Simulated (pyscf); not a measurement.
`[CH3][CH][SiH3]` [doublet] → `[CH3][CH2][SiH2]` [doublet] (hydrogen shift; doublet surface; H–Si broken, C–H formed). Structures and frequencies: ωB97X-D3(BJ)/def2-SVP in PySCF. Energies in kcal/mol from the reactant's lowest minimum found.

```tsv
level	barrier	reaction energy
ωB97X-D3(BJ)/def2-TZVP	41.7	-5.8
PBE/def2-TZVP	(withheld)	(withheld)
PBE0-D3(BJ)/def2-TZVP	37.6	-7.8
M06-2X/def2-TZVP	(withheld)	-8.9
ωB97M-D3(BJ)/def2-TZVP	40.9	-6.0
HF/def2-TZVP	54.1	-0.7
```

Task: What belongs in the gaps?

Result: 
- PBE/def2-TZVP, barrier: 33.5
- PBE/def2-TZVP, reaction energy: -8.3
- M06-2X/def2-TZVP, barrier: 40.8

The functionals in the table span 8.2 kcal/mol in this barrier, from PBE to ωB97X-D3(BJ)/def2-TZVP. H₃C–CH•–SiH₃ lies 17.7 kcal/mol over its isomer H₃C–SiH•–CH₃ (electronic energy, ωB97M-D3(BJ)/def2-TZVP). H₃C–CH₂–SiH₂• lies 11.7 kcal/mol over its isomer H₃C–SiH•–CH₃ (electronic energy, ωB97M-D3(BJ)/def2-TZVP). This is the saddle that the search found; another between the same sides may lie lower.
